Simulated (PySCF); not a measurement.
**Computed properties of C₃H₉FSi, SMILES C[Si](C)(C)F**

Si(F)(Me)3 (C3H9FSi), SMILES C[Si](C)(C)F. Coordinates come from a PBE0-D3(BJ)/def2-SVP optimisation. Other conformers were not sampled. All values are computed for the isolated molecule unless a solvent is named; none is compared with measurement here.

**Structure.** The optimised structure has C3v symmetry. All 36 harmonic modes at PBE0-D3(BJ)/def2-SVP (PySCF) are real, so it is a minimum. With heavy atoms numbered as in [CH3:1][Si:2]([CH3:3])([CH3:4])[F:5], the shortest bond between them is Si2–F5 at 1.641 Å and the longest Si2–C4 at 1.867 Å.

**Vibrations.** The strongest infrared lines (harmonic, unscaled, degenerate partners summed) lie at 864 cm⁻¹ (298 km/mol, H 51 %, Si 26 %, C 22 %), 927 cm⁻¹ (182 km/mol, Si 44 %, H 23 %, F 23 %, C 10 %), 1267 cm⁻¹ (115 km/mol, H 75 %, C 24 %). The softest mode is at 133 cm⁻¹ and the zero-point energy is 71.1 kcal/mol.

**Electronic structure.** B3LYP/def2-TZVP (PySCF) places the frontier levels at -8.41 and 0.53 eV, a gap of 8.94 eV, and gives a dipole moment of 1.91 D and a mean polarisability of 61.0 bohr³. PBE/def2-TZVP (PySCF) at the same geometry gives -7.23 and 0.11 eV, so its gap is 1.60 eV narrower. An orbital gap is neither the optical nor the fundamental gap.

**Excitations.** TDDFT-ωB97X/def2-SVPD (PySCF) has S1 at 8.76 eV (142 nm, f = 0.234, bright); the most intense of the 4 singlets computed lies at 8.76 eV (f = 0.23). Strengths of degenerate partners are summed. T1 (TDA) is at 8.56 eV. TDDFT-PBE/def2-SVPD (PySCF) puts S1 at 7.10 eV. No vertical singlet excitation falls in the visible range (under 3.1 eV).

**NMR.** GIAO shifts at PBE0/pcSseg-1 (PySCF) (non-relativistic, atoms alike by connectivity averaged): ¹³C at 2.3 ppm against TMS; ¹H at 0.5 ppm against TMS; ²⁹Si at 42.8 ppm against TMS; ¹⁹F at -191.2 ppm against CFCl3.

**Solvation.** SMD-B3LYP/6-31G* (PySCF) gives 1.4 kcal/mol in water, -2.0 kcal/mol in 1-octanol, -3.1 kcal/mol in dichloromethane (1 M in both phases, gas-phase geometry); of these solvents dichloromethane holds the molecule best.
